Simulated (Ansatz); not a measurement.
Basis-set extrapolation for CH5AlBNS (`[BH2][Al]([SH])[CH]=N`) (PBE0-D4/def2-TZVP geometry, frozen core, Ansatz 0.2.0). Multiplicity 1, RHF reference.

|  | def2-TZVPP | def2-QZVPP |
| --- | --- | --- |
| HF | -759.406658 | -759.430100 |
| MP2 correlation | -0.703926 | -0.755967 |
| CCSD(T) correlation | -0.792645 | not run |

Energies in hartree. Use E(X) = E(∞) + A·exp(−7.88·√X) for Hartree–Fock and E(X) = E(∞) + B·X^(−2.97) for correlation, with X = 3 and 4, and add CCSD(T) minus MP2 of the smaller set to the MP2 limit.

Q: What is the CCSD(T) energy at the basis-set limit?

A: HF limit: -759.430100 + (-0.023442) × 0.13774 = -759.43333. MP2 limit: -0.755967 + (-0.052041) × 0.74074 = -0.79452. Higher-order term: -0.792645 − (-0.703926) = -0.08872. Total: -760.31657 hartree, 307.9 kJ/mol below CCSD(T)/def2-TZVPP.
